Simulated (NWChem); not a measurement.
System: C2H3NO2Si; SMILES O=C1N=C[SiH2]O1

```xyz
9

O     -0.3922    -2.2757     0.0000
C     -0.1147    -1.1214     0.0000
N      1.2470    -0.6441     0.0000
C      1.3463     0.6286     0.0000
Si    -0.3781     1.4210     0.0000
O     -1.0501    -0.1337     0.0000
H      2.3500     1.0765     0.0000
H     -0.7409     2.1720    -1.2292
H     -0.7409     2.1720     1.2292
```
Atoms are numbered in this order, from 1.

Program: NWChem. Pople sets run with spherical d functions. Coordinates come from a PBE0/def2-SVP optimisation. Atomic charges in e: unrestrained fits to the electrostatic potential beside Mulliken populations; buried atoms are poorly determined by the fit.

### Question
Predict the results for Hartree-Fock/6-31G*. Quantities: ESP O1; Mulliken O1; ESP C2; Mulliken C2; ESP N3; Mulliken N3; ESP C4; Mulliken C4; ESP Si5; Mulliken Si5; relative RMS misfit of the potential (%).

### Answer
```json
{
  "ESP O1": "-0.62",
  "Mulliken O1": "-0.52",
  "ESP C2": "1.09",
  "Mulliken C2": "0.97",
  "ESP N3": "-0.56",
  "Mulliken N3": "-0.46",
  "ESP C4": "0.07",
  "Mulliken C4": "-0.19",
  "ESP Si5": "0.73",
  "Mulliken Si5": "0.99",
  "relative RMS misfit of the potential (%)": "17"
}
```
